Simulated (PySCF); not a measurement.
Mapped SMILES: `[CH3:1]/[CH:2]=[CH:3]\[CH:4]=[CH:5]/[S:6][SiH3:7]`. Hydrogens are named by the atom that carries them.

Geometry: PBE0-D3(BJ)/def2-SVP; GIAO absolute shieldings from PySCF 2.14.0 with density-fitted response routines, gas phase, non-relativistic, averaged over equivalent atoms.

At PBE0/pcSseg-1 (183 basis functions, 34 s wall time on 1 thread of an Arm Neoverse V1, shared host):
```
 atoms  σ (ppm)
    C2     48.4
    C4     53.6
    C3     53.8
    C5     55.2
    C1    168.4
    S6    626.8
   Si7    400.7
 H(C4)    24.63
 H(C3)    24.71
 H(C2)    25.56
 H(C5)    25.72
H(Si7)    26.58
 H(C1)    29.41
```

Q: Predict the values at wB97X-D/pcSseg-1 on the same geometry.

A: 
| atoms | σ at wB97X-D/pcSseg-1 | change |
| --- | --- | --- |
| C2 | 47.6 | -0.8 |
| C4 | 52.4 | -1.2 |
| C3 | 53.6 | -0.2 |
| C5 | 55.0 | -0.2 |
| C1 | 168.8 | +0.4 |
| S6 | 632.6 | +5.8 |
| Si7 | 400.6 | -0.1 |
| H(C4) | 24.78 | +0.15 |
| H(C3) | 24.87 | +0.16 |
| H(C2) | 25.66 | +0.10 |
| H(C5) | 25.89 | +0.17 |
| H(Si7) | 26.76 | +0.18 |
| H(C1) | 29.57 | +0.16 |

The largest change is at S6 (sulfur bonded to C, Si). Cost: 183 basis functions, 32 s wall time on 1 thread of an Arm Neoverse V1, shared host. The order of the carbon signals is the same at both levels.
